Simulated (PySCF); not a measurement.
Input and output of a geometry optimisation on `B(P[SiH3])Cl`.

Theory: PySCF, PBE0-D3(BJ)/def2-SVP geometry optimisation, gas phase.

Input of the driver that calls PySCF (job settings, then Cartesian coordinates in Å, the GFN2-xTB start):

```
{"job": {"xc": "PBE0", "basis": "def2-SVP", "d3": "d3bj", "grid": 1, "kind": "geom"}, "charge": 0, "multiplicity": 1}
Si    -1.4969    -0.0823    -0.2059
P      0.3713     1.0926     0.1126
B      1.6019    -0.1910     0.6352
Cl     3.0507    -0.4337    -0.2233
H     -2.4009     0.8421    -0.8863
H     -1.3211    -1.2908    -1.0187
H     -1.9778    -0.4468     1.1251
H      0.7532     1.3063    -1.1944
H      1.4332    -0.7904     1.6305
```

Output:

```
step   0  E = -1118.13558150  max force = 0.023305
step   1  E = -1118.13987174  max force = 0.008980
step   2  E = -1118.14023417  max force = 0.003785
step   3  E = -1118.14032748  max force = 0.000827
step   4  E = -1118.14034541  max force = 0.001568
step   5  E = -1118.14036204  max force = 0.000629
step   6  E = -1118.14037047  max force = 0.000213
optimisation converged
```

Energies are in Eh and forces in Eh/bohr. The run used 93 basis functions and 41 SCF iterations in all.

Hardware: one thread, AMD EPYC 7R13 (x86_64), shared host. Cost: 20 s of wall time, 0.39 GiB resident at most.

How much energy does the optimisation gain, and how much of it in the first step?

3.0 kcal/mol (130 meV) from step 0 to step 6; the first step changes the energy by -2.7 kcal/mol. The largest force component goes from 0.0233 to 0.00021 Eh/bohr.

Final geometry (Å):

```xyz
9
angstrom
Si     0.777    0.646   -0.960
P      2.658    1.872   -0.747
B      3.834    0.494   -0.231
Cl     5.383    0.237   -1.003
H     -0.267    1.510   -1.585
H      0.946   -0.587   -1.784
H      0.364    0.266    0.422
H      3.018    2.055   -2.113
H      3.562   -0.191    0.724
```

Point group C1. No PBE0-D3(BJ)/def2-SVP frequencies stand behind this structure, so it isn't proved a minimum. After the best overlay, start and end differ by 0.11 Å (root mean square over atoms). The end geometry stands in another orientation or position than the input.
